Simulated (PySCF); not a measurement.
**Diatomics of Se with group 4**

r²SCAN with triple-zeta basis sets in PySCF, for the lowest determinant that a PBE0 search found; no spin–orbit coupling. De refers to high-spin ground-configuration atoms. A positive dipole means M(−)Se(+).

| M | basis | state (unpaired electrons) | Re (Å) | ωe (cm⁻¹) | De (eV) | μ (D) |
| --- | --- | --- | --- | --- | --- | --- |
| Ti | x2c-TZVPPall | triplet (σ ↑, δ ↑) | 2.207 | 421 | n/a | -5.43 |
| Zr | def2-TZVPP | triplet (σ ↑, δ ↑) | 2.329 | 367 | n/a | -5.55 |
| Hf | def2-TZVPP | singlet (closed shell) | 2.306 | 341 | n/a | -4.06 |

The shortest bond is that of TiSe (2.207 Å), the longest that of ZrSe (2.329 Å).

The rows differ in basis set, which adds steps of its own.

The state changes along the series, so neighbouring rows are not always alike in their bonding.

De is left out where the level can put another filling of the metal’s s and d shells below the measured ground configuration, by anything from nothing to about 1 eV. These are scalar-relativistic numbers at best; spin–orbit coupling would shift them, the dissociation energy most.
